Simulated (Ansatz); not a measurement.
Relaxation of La₆ with RKS r2SCAN-D4/def2-SVP.

```sh
$ ansatz run in.yaml --threads 4 --pin off --events-out ev --progress --plain --max-ram 4787MiB
```

```yaml
crystal:
  periodic: [false, false, false]
  atoms:
    - {symbol: La, position_ang: [-6.823100, 1.137500, 0.541500]}
    - {symbol: La, position_ang: [-7.373400, -3.452500, -0.558300]}
    - {symbol: La, position_ang: [-0.286900, -4.200800, -0.473200]}
    - {symbol: La, position_ang: [-3.907100, -5.642700, -0.326900]}
    - {symbol: La, position_ang: [0.000000, 0.000000, 0.000000]}
    - {symbol: La, position_ang: [-3.808300, -1.482100, -0.280100]}
basis:
  gaussian: {orbitals: def2-SVP}
hamiltonian: {xc: r2scan, dispersion: d4}
scf: {lower_state_search: "off"}
output: {orbitals: {seedname: orbitals}}
relax: {f_tol: 0.02, max_steps: 100}
```

Hardware: 4 threads of Intel Xeon Platinum 8259CL on a shared host. Wall time 8.4 min, peak host memory 0.61 GiB.

Positions (Å) and forces (eV/Å) at steps 1, 2, 3, 4, 5, 6, 7, 8, 9, 10, 11, 12, 13, 14, 15, 16, 17, 18, 19, 20, 21, 22, 23, 24, 25, 26, 27, 28, 29, 30, 31, 34 of 34:

```xyz
6
step=1 energy=-5147.0268 eV
La   -6.823    1.137    0.541    0.508   -1.080   -0.273
La   -7.373   -3.453   -0.558    1.342    0.619    0.242
La   -0.287   -4.201   -0.473   -1.222    0.916    0.112
La   -3.907   -5.643   -0.327    0.185    1.279   -0.005
La    0.000    0.000    0.000   -0.699   -1.036   -0.073
La   -3.808   -1.482   -0.280   -0.115   -0.698   -0.004
6
step=2 energy=-5148.2017 eV
La   -6.727    0.997    0.512    0.521   -1.127   -0.285
La   -7.208   -3.391   -0.533    1.156    0.648    0.245
La   -0.458   -4.099   -0.470   -1.073    0.893    0.114
La   -3.891   -5.490   -0.312    0.158    1.136   -0.008
La   -0.116   -0.103    0.006   -0.643   -0.975   -0.066
La   -3.798   -1.555   -0.300   -0.119   -0.574    0.000
6
step=3 energy=-5149.2834 eV
La   -6.648    0.828    0.471    0.615   -1.033   -0.297
La   -7.060   -3.297   -0.497    0.920    0.675    0.169
La   -0.601   -3.975   -0.455   -0.909    1.012    0.102
La   -3.873   -5.338   -0.310    0.123    0.785   -0.010
La   -0.208   -0.235    0.001   -0.385   -0.783   -0.083
La   -3.809   -1.625   -0.305   -0.365   -0.655    0.119
6
step=4 energy=-5150.1110 eV
La   -6.555    0.685    0.429    0.600   -0.898   -0.284
La   -6.948   -3.202   -0.477    0.668    0.588    0.164
La   -0.720   -3.826   -0.442   -0.572    1.096    0.117
La   -3.861   -5.248   -0.311   -0.152    0.363   -0.052
La   -0.250   -0.333   -0.011   -0.272   -0.618   -0.085
La   -3.864   -1.716   -0.285   -0.273   -0.531    0.140
6
step=5 energy=-5150.7037 eV
La   -6.457    0.551    0.385    0.521   -0.690   -0.241
La   -6.861   -3.117   -0.452    0.406    0.433    0.153
La   -0.795   -3.650   -0.423   -0.435    0.796    0.095
La   -3.902   -5.217   -0.322   -0.193    0.070   -0.080
La   -0.282   -0.411   -0.023   -0.165   -0.285   -0.043
La   -3.901   -1.796   -0.262   -0.134   -0.324    0.117
6
step=6 energy=-5151.0335 eV
La   -6.330    0.410    0.330    0.366   -0.256   -0.126
La   -6.788   -3.035   -0.414    0.114    0.071    0.101
La   -0.891   -3.483   -0.400   -0.294    0.032    0.050
La   -3.963   -5.236   -0.348   -0.048    0.027   -0.100
La   -0.313   -0.435   -0.027   -0.129    0.179    0.012
La   -3.915   -1.861   -0.238   -0.009   -0.053    0.062
6
step=7 energy=-5151.1455 eV
La   -6.148    0.346    0.282    0.193    0.142   -0.004
La   -6.749   -3.030   -0.367   -0.125   -0.091    0.048
La   -0.999   -3.453   -0.371    0.027   -0.010    0.056
La   -3.999   -5.261   -0.401    0.066    0.113   -0.064
La   -0.407   -0.351   -0.020   -0.219    0.022    0.004
La   -3.895   -1.892   -0.220    0.057   -0.177   -0.041
6
step=8 energy=-5151.2508 eV
La   -5.957    0.373    0.254    0.228    0.080    0.003
La   -6.783   -3.047   -0.313   -0.113   -0.038    0.044
La   -1.014   -3.452   -0.329    0.169   -0.054    0.034
La   -3.987   -5.255   -0.462    0.018   -0.042   -0.035
La   -0.572   -0.291   -0.010   -0.292    0.018    0.020
La   -3.886   -1.969   -0.238   -0.010    0.036   -0.066
6
step=9 energy=-5151.3701 eV
La   -5.783    0.403    0.249    0.234    0.040    0.020
La   -6.814   -3.051   -0.276   -0.065    0.026    0.061
La   -0.982   -3.466   -0.307    0.093    0.024    0.035
La   -3.976   -5.266   -0.486   -0.061   -0.085   -0.012
La   -0.761   -0.248    0.012   -0.311    0.071    0.049
La   -3.883   -2.012   -0.289    0.111   -0.076   -0.153
6
step=10 energy=-5151.5222 eV
La   -5.603    0.418    0.254    0.212   -0.025    0.066
La   -6.836   -3.044   -0.240    0.004    0.108    0.106
La   -0.965   -3.465   -0.289    0.078   -0.018    0.052
La   -3.981   -5.290   -0.493   -0.130   -0.117    0.028
La   -0.945   -0.193    0.045   -0.434    0.115    0.087
La   -3.869   -2.067   -0.374    0.270   -0.064   -0.339
6
step=11 energy=-5151.7589 eV
La   -5.447    0.413    0.273    0.245   -0.102    0.109
La   -6.839   -3.022   -0.198    0.138    0.213    0.139
La   -0.951   -3.470   -0.266    0.004   -0.157    0.070
La   -4.001   -5.314   -0.483   -0.113   -0.070    0.057
La   -1.127   -0.138    0.086   -0.632    0.192    0.096
La   -3.835   -2.110   -0.508    0.359   -0.075   -0.471
6
step=12 energy=-5152.0352 eV
La   -5.295    0.394    0.296    0.211   -0.197    0.082
La   -6.812   -3.006   -0.115    0.240    0.288    0.082
La   -0.979   -3.476   -0.191   -0.019   -0.227    0.052
La   -4.006   -5.306   -0.503   -0.083   -0.150    0.034
La   -1.299   -0.095    0.118   -0.679    0.162   -0.002
La   -3.808   -2.151   -0.702    0.330    0.124   -0.248
6
step=13 energy=-5152.2359 eV
La   -5.213    0.355    0.327    0.087   -0.066    0.065
La   -6.742   -2.932   -0.087    0.171    0.132    0.031
La   -0.991   -3.529   -0.158    0.039   -0.065    0.055
La   -4.019   -5.327   -0.502   -0.088    0.020   -0.002
La   -1.492   -0.050    0.116   -0.274    0.098    0.001
La   -3.741   -2.157   -0.793    0.065   -0.119   -0.150
6
step=14 energy=-5152.2756 eV
La   -5.180    0.350    0.341   -0.026   -0.078   -0.031
La   -6.621   -2.870   -0.013   -0.064   -0.055    0.055
La   -1.022   -3.556   -0.069    0.020    0.092    0.066
La   -4.054   -5.373   -0.578   -0.038    0.065   -0.039
La   -1.619    0.000    0.092    0.144   -0.055   -0.010
La   -3.703   -2.191   -0.869   -0.036    0.032   -0.041
6
step=15 energy=-5152.3064 eV
La   -5.162    0.310    0.359   -0.010   -0.036    0.020
La   -6.595   -2.897    0.076    0.050   -0.009    0.024
La   -1.099   -3.519    0.111   -0.113    0.031    0.025
La   -4.067   -5.373   -0.730    0.039    0.014    0.020
La   -1.566    0.024   -0.016    0.048   -0.038    0.005
La   -3.710   -2.186   -0.897   -0.013    0.038   -0.094
6
step=16 energy=-5152.3374 eV
La   -5.153    0.270    0.396    0.075   -0.016    0.007
La   -6.524   -2.916    0.156    0.083   -0.018   -0.008
La   -1.220   -3.482    0.264   -0.206    0.044   -0.042
La   -4.061   -5.377   -0.822    0.037   -0.017    0.025
La   -1.517    0.026   -0.085   -0.038    0.000    0.005
La   -3.723   -2.160   -1.005    0.049    0.007    0.013
6
step=17 energy=-5152.3644 eV
La   -5.114    0.239    0.428    0.069   -0.044    0.014
La   -6.443   -2.942    0.220    0.082   -0.007   -0.025
La   -1.364   -3.441    0.387   -0.179    0.028   -0.069
La   -4.056   -5.396   -0.900    0.023    0.016    0.065
La   -1.493    0.042   -0.142   -0.046    0.006    0.019
La   -3.729   -2.142   -1.091    0.051    0.001   -0.004
6
step=18 energy=-5152.3963 eV
La   -5.053    0.179    0.493    0.069   -0.067    0.012
La   -6.366   -2.969    0.242    0.045    0.016   -0.012
La   -1.523   -3.387    0.478   -0.142    0.049   -0.058
La   -4.055   -5.412   -0.912   -0.009   -0.045    0.037
La   -1.470    0.064   -0.182   -0.029    0.042    0.015
La   -3.731   -2.116   -1.216    0.066    0.003    0.006
6
step=19 energy=-5152.4405 eV
La   -4.972    0.096    0.570    0.064   -0.018    0.035
La   -6.295   -2.989    0.247    0.012   -0.042    0.037
La   -1.690   -3.319    0.556   -0.112    0.065   -0.024
La   -4.070   -5.447   -0.910   -0.044   -0.037    0.032
La   -1.450    0.113   -0.220   -0.029    0.031    0.034
La   -3.721   -2.095   -1.340    0.109    0.001   -0.114
6
step=20 energy=-5152.5011 eV
La   -4.896    0.020    0.630   -0.009    0.104    0.092
La   -6.219   -3.016    0.273    0.015   -0.161    0.103
La   -1.856   -3.248    0.628   -0.170    0.051   -0.061
La   -4.091   -5.479   -0.911   -0.095   -0.009    0.049
La   -1.432    0.157   -0.241   -0.004    0.044    0.041
La   -3.705   -2.074   -1.476    0.262   -0.029   -0.224
6
step=21 energy=-5152.6702 eV
La   -4.847   -0.025    0.662   -0.074    0.411    0.369
La   -6.115   -3.063    0.338    0.148   -0.422    0.288
La   -2.033   -3.188    0.683   -0.484    0.040    0.078
La   -4.128   -5.512   -0.921   -0.092    0.223   -0.023
La   -1.412    0.200   -0.238   -0.025    0.000   -0.039
La   -3.663   -2.053   -1.621    0.527   -0.252   -0.673
6
step=22 energy=-5152.9616 eV
La   -4.831   -0.010    0.715    0.128    0.172    0.097
La   -6.017   -3.133    0.431    0.249   -0.176    0.118
La   -2.213   -3.140    0.739   -0.383    0.075    0.145
La   -4.155   -5.503   -0.954    0.023    0.122   -0.117
La   -1.408    0.214   -0.253   -0.074   -0.038   -0.021
La   -3.574   -2.069   -1.775    0.057   -0.155   -0.221
6
step=23 energy=-5153.0624 eV
La   -4.777    0.029    0.736    0.046   -0.143   -0.006
La   -5.907   -3.180    0.495   -0.130    0.026    0.121
La   -2.384   -3.095    0.824   -0.150    0.040    0.015
La   -4.131   -5.491   -1.028    0.077    0.028   -0.089
La   -1.421    0.195   -0.276    0.088    0.086   -0.082
La   -3.580   -2.099   -1.848    0.069   -0.037    0.041
6
step=24 energy=-5153.1116 eV
La   -4.699   -0.048    0.782   -0.156   -0.070    0.074
La   -5.957   -3.226    0.536    0.109    0.366   -0.035
La   -2.534   -3.028    0.917   -0.019    0.024    0.064
La   -4.082   -5.451   -1.099    0.094   -0.265   -0.203
La   -1.368    0.227   -0.379    0.019   -0.029   -0.127
La   -3.558   -2.115   -1.854   -0.046   -0.026    0.228
6
step=25 energy=-5153.1481 eV
La   -4.651   -0.108    0.893   -0.083    0.050   -0.169
La   -5.976   -3.178    0.520   -0.138    0.203   -0.116
La   -2.679   -2.973    1.038    0.540   -0.129    0.210
La   -4.007   -5.478   -1.210    0.025   -0.065   -0.093
La   -1.341    0.248   -0.539   -0.253   -0.241   -0.005
La   -3.544   -2.152   -1.799   -0.090    0.183    0.172
6
step=26 energy=-5153.1826 eV
La   -4.713   -0.200    0.837    0.357    0.607    0.022
La   -5.956   -3.018    0.507   -0.397   -0.724   -0.142
La   -2.527   -3.030    1.154    0.104    0.050    0.047
La   -4.066   -5.444   -1.289   -0.021    0.077   -0.017
La   -1.467    0.230   -0.586   -0.006   -0.021   -0.035
La   -3.470   -2.180   -1.719   -0.036    0.011    0.126
6
step=27 energy=-5153.2562 eV
La   -4.686   -0.124    0.854    0.129    0.007   -0.038
La   -6.005   -3.102    0.481   -0.036   -0.101   -0.027
La   -2.530   -3.017    1.132    0.000    0.059    0.132
La   -4.031   -5.449   -1.276   -0.011    0.052   -0.066
La   -1.424    0.209   -0.591   -0.069   -0.050   -0.051
La   -3.522   -2.158   -1.697   -0.012    0.033    0.050
6
step=28 energy=-5153.2457 eV rejected
La   -4.622   -0.066    0.841   -0.029   -0.199    0.012
La   -6.065   -3.186    0.492    0.223    0.177   -0.052
La   -2.598   -2.985    1.286    0.092   -0.033    0.218
La   -3.924   -5.374   -1.428   -0.076    0.104    0.119
La   -1.403    0.117   -0.733   -0.134   -0.058    0.108
La   -3.587   -2.147   -1.557   -0.076    0.009   -0.405
6
step=29 energy=-5153.2845 eV
La   -4.646   -0.118    0.853    0.064   -0.024   -0.025
La   -6.022   -3.130    0.473    0.042   -0.028   -0.022
La   -2.552   -2.999    1.225    0.008    0.010    0.149
La   -3.995   -5.405   -1.338   -0.035    0.027   -0.032
La   -1.437    0.165   -0.654   -0.050   -0.005   -0.015
La   -3.548   -2.155   -1.656   -0.029    0.019   -0.055
6
step=30 energy=-5153.2952 eV
La   -4.598   -0.143    0.839   -0.014    0.078   -0.007
La   -5.986   -3.144    0.465   -0.040   -0.044   -0.042
La   -2.574   -2.989    1.320    0.094   -0.047    0.114
La   -4.026   -5.365   -1.381    0.017   -0.063   -0.005
La   -1.489    0.169   -0.691    0.081    0.027    0.010
La   -3.525   -2.169   -1.649   -0.138    0.049   -0.070
6
step=31 energy=-5153.3024 eV
La   -4.579   -0.122    0.836   -0.018    0.030    0.051
La   -5.994   -3.170    0.457   -0.017   -0.039    0.028
La   -2.582   -2.980    1.385   -0.014    0.001   -0.009
La   -3.983   -5.348   -1.415   -0.009    0.016    0.036
La   -1.472    0.125   -0.720    0.013   -0.004    0.013
La   -3.590   -2.146   -1.640    0.045   -0.004   -0.118
6
step=34 energy=-5153.3056 eV
La   -4.581   -0.117    0.846    0.001    0.007    0.001
La   -5.992   -3.182    0.462    0.006   -0.001   -0.005
La   -2.590   -2.978    1.374   -0.001    0.000   -0.004
La   -3.983   -5.350   -1.396    0.001   -0.002    0.001
La   -1.464    0.123   -0.709    0.000   -0.001    0.003
La   -3.589   -2.136   -1.675   -0.007   -0.004    0.004
```

In the def2 sets La takes a core potential; there is no spin–orbit coupling. The relaxation made no stability test and no search for a lower SCF solution. No other spin state of charge 0 was run. The structure comes from a short search, and lower isomers may exist.
